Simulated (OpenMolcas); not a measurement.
## W3+: effect of the basis set

```
Program             : OpenMolcas
Method              : CASSCF
Active space        : 3 electrons in 5 orbitals (5d)
State averaging     : 2S+1 = 4 even, 10 roots; 2S+1 = 2 even, 40 roots
Spin-orbit coupling : RASSI with atomic mean-field integrals over the reference wave functions, term energies averaged over their components
```

A. ANO-R1 [7s5p4d2f], X2C, finite nucleus; cost roughly 17 core-seconds
B. ANO-RCC-VDZP [7s6p4d2f1g], DKH2, point nucleus; cost about 8 core-seconds
C. ANO-R2 [8s6p5d3f2g], X2C, finite nucleus; cost about 9 core-seconds
D. ANO-RCC-VTZP [8s7p5d3f2g1h], DKH2, point nucleus; cost of the order of 14 core-seconds
E. ANO-R3 [9s7p6d4f3g2h], X2C, finite nucleus; cost about 15 core-seconds
F. ANO-RCC-VQZP [9s8p6d4f3g2h], DKH2, point nucleus; cost of the order of 30 core-seconds

Energies in cm⁻¹ above 5d³ ⁴F_3/2, the measured ground level; measured values from the list in J. Phys. B 45, 035001 (2012).

```json
{"Level": "5d³ ⁴F_3/2", "A": "0.0", "B": "0.0", "C": "0.0", "D": "0.0", "E": "0.0", "F": "0.0", "Measured": "0.0"}
{"Level": "5d³ ⁴F_5/2", "A": "3570", "B": "3979", "C": "3514", "D": "3358", "E": "3375", "F": "3394", "Measured": "3537"}
{"Level": "5d³ ⁴F_7/2", "A": "7071", "B": "7730", "C": "6973", "D": "6719", "E": "6742", "F": "6773", "Measured": "6745"}
{"Level": "5d³ ⁴F_9/2", "A": "10052", "B": "10758", "C": "9934", "D": "9659", "E": "9678", "F": "9712", "Measured": "9256"}
{"Level": "5d³ ⁴P_3/2 [53 %]", "A": "13490", "B": "13417", "C": "13452", "D": "13549", "E": "13529", "F": "13523", "Measured": ""}
{"Level": "5d³ ⁴P_1/2", "A": "14860", "B": "14980", "C": "14798", "D": "14813", "E": "14812", "F": "14815", "Measured": "11773"}
{"Level": "5d³ ²G_7/2", "A": "18092", "B": "18483", "C": "17984", "D": "17910", "E": "17908", "F": "17926", "Measured": "15261"}
{"Level": "5d³ ²H_9/2 [54 %]", "A": "18685", "B": "19084", "C": "18575", "D": "18504", "E": "18496", "F": "18513", "Measured": ""}
{"Level": "5d³ ⁴P_5/2", "A": "19745", "B": "20290", "C": "19618", "D": "19466", "E": "19482", "F": "19505", "Measured": "17190"}
{"Level": "5d³ ²P_1/2", "A": "23830", "B": "24354", "C": "23689", "D": "23570", "E": "23576", "F": "23603", "Measured": "18365"}
{"Level": "5d³ ²H_11/2", "A": "25338", "B": "25848", "C": "25192", "D": "25079", "E": "25088", "F": "25118", "Measured": "22223"}
{"Level": "5d³ ²G_9/2 [52 %]", "A": "27461", "B": "28423", "C": "27261", "D": "26973", "E": "27013", "F": "27064", "Measured": ""}
{"Level": "5d³ ²D_5/2(1)", "A": "27850", "B": "28423", "C": "27688", "D": "27555", "E": "27563", "F": "27597", "Measured": "22766"}
{"Level": "5d³ ²P_3/2 [58 %]", "A": "31415", "B": "32372", "C": "31200", "D": "30914", "E": "30951", "F": "31006", "Measured": "25168"}
{"Level": "5d³ ²F_7/2", "A": "35030", "B": "35217", "C": "34886", "D": "34928", "E": "34903", "F": "34922", "Measured": "28412"}
{"Level": "5d³ ²F_5/2", "A": "35108", "B": "35150", "C": "34979", "D": "35075", "E": "35038", "F": "35051", "Measured": "27938"}
{"Level": "5d³ ²D_5/2(2)", "A": "52554", "B": "52588", "C": "52363", "D": "52519", "E": "52459", "F": "52487", "Measured": "43287"}
{"Level": "5d³ ²D_3/2(2)", "A": "52769", "B": "52658", "C": "52592", "D": "52799", "E": "52732", "F": "52753", "Measured": "43742"}
```

Deviations, from unrounded energies. A percentage is the sum of absolute deviations over the sum of measured energies, with the sign that they share, or ± where signs differ.

```csv
Against measurement,Levels,A,B,C,D,E,F
mean absolute deviation (cm-1),14,4400,4800,4300,4200,4200,4200
fine structure of the ground term (%),3,+5.9,+15.0,±4.8,±3.1,±3.0,±3.2
other terms of the ground configuration (%),11,+21.9,+23.3,+21.3,+21.2,+21.1,+21.2
```

A, C, D, E, F lie about equally close to measurement and B furthest from it. The largest miss of E in the table is 5d³ ²D_5/2(2), by +9200 cm-1. The ranking rests on the paired levels alone, and a cruder setting can come out closer through cancelling errors.

Among A to F the level of the table that moves most is 5d³ ²P_3/2 [58 %], by 1500 cm-1 (lowest in D, highest in B).

Without dynamic correlation excited terms often stand tens of per cent too high (terms of higher spin than the ground term too low), and those without a measured partner can miss by more than the paired ones. Some levels mix across a computed gap that differs much from the measured one, so their mixing is not that of the real levels. The basis is small and was not contracted for so high a charge (holds for A; B). Computed and measured levels are paired by configuration, term and J; levels that our copy of the source lacks, or whose pairing is in doubt (as where it misses far off the trend of its configuration), stay unpaired and out of the deviations. Only configurations of the active space appear. Levels that lie high or do not pair safely by name in every column are left out.

A share in square brackets marks a mixed level and gives the weight of the term that names it, the lowest over the columns. A number in round brackets counts repeated terms of one configuration in the order of the reference energies.
